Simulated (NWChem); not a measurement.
# C3H5NOSi; SMILES [SiH3]c1cocn1

All runs: NWChem. Pople sets run with spherical d functions. Coordinates come from a B3LYP/6-31G* (spherical d) optimisation. Level: B3LYP/6-31G* with SMD (1 M gas to 1 M solution), gas-phase geometry. Reactions with the solvent are ignored.

For solvent water:

```yaml
solvation free energy (kcal/mol): -0.9
cavity-dispersion-structure term (kcal/mol): 4.3
dipole in solution (D): 2.32
```

How do the values read with solvent toluene instead?


| Quantity | Value |
|---|---|
| solvation free energy (kcal/mol) | -2.3 |
| cavity-dispersion-structure term (kcal/mol) | 0.3 |
| dipole in solution (D) | 2.00 |
